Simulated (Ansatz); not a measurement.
silver atom (Ag), doublet (core potentials on Ag). Base run: CAM-B3LYP/def2-SVP (Ansatz, a quantum-chemistry and plane-wave program).

Here is a job for Ansatz.
Ansatz 0.2 input:
```yaml
crystal:
  periodic: [false, false, false]
  atoms:
    - {symbol: Ag, position_ang: [0.00000000, 0.00000000, 0.00000000]}
basis:
  gaussian:
    orbitals: def2-SVP
hamiltonian:
  xc: cam_b3lyp
magnetization: {spin_polarized: true, initial_magnetization: 1}
```

Variants of this job, named by their change:

| change | ΔE vs base (kcal/mol) |
|---|---|
| base | 0.000 |
| lower_state_search = light | 0.000 |
| lower_state_search = off | 0.000 |
| lower_state_search = full | 0.000 |
| nuclear_model = gaussian | 0.000 |
| fitting.mean_field = def2-universal-JKFIT | -0.021 |
| final_grid = 14, 28, 59 | 0.000 |
| final_grid = 4, 8, 17 | -0.008 |
| forces = on | 0.000 |
| final_grid = 6, 12, 29 | 0.000 |
| point_charge = charge:-1.0 position_ang:-0.9592, 2.2733, 1.7065 | -11.79 |
